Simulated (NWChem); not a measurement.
System: CH3AlF2O; SMILES C[O][Al]([F])[F]

```xyz
8

Al     0.0738     0.4934     0.0002
F      1.2556     1.6425    -0.0016
F     -1.4988     0.9982    -0.0021
O      0.5014    -1.1185     0.0048
C     -0.0373    -2.4001     0.0028
H      0.2960    -2.9560    -0.8903
H      0.3051    -2.9620     0.8887
H     -1.1421    -2.4014     0.0085
```
Atoms are numbered in this order, from 1.

Computed with NWChem. Pople sets run with spherical d functions. Structure relaxed at the PBE0/def2-SVP level. GIAO values for the isolated, static molecule; σ is the absolute isotropic shielding, δ = σ(reference) − σ with the isolated reference molecule computed at the same levels (13C: tetramethylsilane, 19F: trichlorofluoromethane, 1H: tetramethylsilane, 17O: water).

For level B3LYP/6-31G*:

| Item | Result |
|---|---|
| σ Al1 (ppm) | 535.8 |
| δ F2 (ppm) | -185.1 |
| δ F3 (ppm) | -179.3 |
| δ O4 (ppm) | -9.6 |
| δ C5 (ppm) | 51.4 |
| δ H6 (rotor mean) (ppm) | 3.86 |

Q: Estimate the same quantities for level PBE/pcSseg-1.

A: 
| Quantity | Result |
|---|---|
| σ Al1 (ppm) | 486.9 |
| δ F2 (ppm) | -227.4 |
| δ F3 (ppm) | -218.4 |
| δ O4 (ppm) | 4.6 |
| δ C5 (ppm) | 56.2 |
| δ H6 (rotor mean) (ppm) | 4.08 |
